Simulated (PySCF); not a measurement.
# Simulated absorption spectrum

Species: C7H7NO2.
SMILES with atom numbers: `[O:1]=[CH:2][O:3][CH2:4][c:5]1[cH:6][cH:7][cH:8][cH:9][n:10]1` (hydrogens: H11 on C2; H12, H13 on C4; H14 on C6; H15 on C7; H16 on C8; H17 on C9)

Computed with TDDFT B3LYP/def2-SVPD, vertical, gas phase, core orbitals frozen in the response in PySCF 2.14.0, density-fitted response routines. The structure is a single PBE0-D3(BJ)/def2-SVP conformer in the gas phase; no vibrational or solvent corrections. Torsions of this conformer, `[O:1]=[CH:2][O:3][CH2:4][c:5]1[cH:6][cH:7][cH:8][cH:9][n:10]1`: O1–C2–O3–C4 -2°, C2–O3–C4–C5 93°, O3–C4–C5–C6 -71°.

Each state is given a Gaussian of 0.25 eV full width at half maximum, with ε(max) = 2.175×10⁸ f / Δν̃ (Δν̃ the width in cm⁻¹). The width is an assumption, not a result. The curve ends short of the highest state used, and states not computed would add to its high-energy end.

(λ (nm), ε (L mol⁻¹ cm⁻¹)): (219.9, 1250), (222.0, 2583), (224.0, 4166), (226.0, 5400), (228.1, 5653), (230.1, 4808), (232.2, 3307), (234.2, 1925), (236.3, 910), (238.3, 381), (240.3, 146), (242.4, 64), (244.4, 57), (246.5, 83), (248.5, 129), (250.6, 192), (252.6, 259), (254.6, 314), (256.7, 343), (258.7, 331), (260.8, 283), (262.8, 217), (264.9, 147), (266.9, 91), (268.9, 51), (271.0, 25), (273.0, 12), (275.1, 5), (277.1, 2), (279.2, 1)

Question: Locate the maxima and give the states behind the curve.

Answer: 257 nm (4.82 eV), ε about 340, made up of S1 (97%); 227 nm (5.45 eV), ε about 5700, made up of S3 (100%) (ε in L mol⁻¹ cm⁻¹; maxima over ε = 5, shares over 10%). The states used: S1 4.82 eV (f 0.0031); S2 4.99 eV (f 0.0004); S3 5.45 eV (f 0.053); S4 5.81 eV (f 0.0018); S5 6.06 eV (f 0.060); S6 6.24 eV (f 0.0054).

Question: What would ε be at 5.45 eV, the highest of these maxima, with half the width (0.125 eV)?

Answer: About 11400 L mol⁻¹ cm⁻¹ against 5710, a factor of about 2.00; a lone state at its own centre would give exactly 2.

Question: On this curve, what absorbance would a 10⁻⁴ mol/L sample give at 254 nm over a 1 cm path?

Answer: 254 nm is 4.881 eV, where ε is about 300 L mol⁻¹ cm⁻¹, so A = ε c l ≈ 0.03 (Beer–Lambert, with the gas-phase spectrum and the assumed width).

Question: Coming from long wavelengths, where does ε first pass 100 L mol⁻¹ cm⁻¹?

Answer: At about 267 nm (4.65 eV), 0.16 eV below S1.
